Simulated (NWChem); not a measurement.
ZnNH₂Br; SMILES [NH2][Zn][Br]

```xyz
5

Zn     0.0020     0.8246    -0.0192
Br    -0.0006    -1.4125     0.0109
N     -0.0042     2.6388     0.1046
H     -0.8233     3.1105    -0.2728
H      0.8140     3.1185    -0.2647
```
Atoms are numbered in this order, from 1.

Computed with NWChem. Structure relaxed at the PBE0/def2-SVP level.

For level PBE/def2-TZVP:

```
Item                         Result
---------------------------  ------
highest occupied level (eV)   -5.99
orbital gap (eV)               4.12
dipole (D)                     2.17
```

Problem. What are these values for level LC-wPBE (HJS exchange hole, range parameter 0.4 per bohr)/def2-TZVP?

Solution. 
- highest occupied level (eV): -10.18
- orbital gap (eV): 11.27
- dipole (D): 2.28
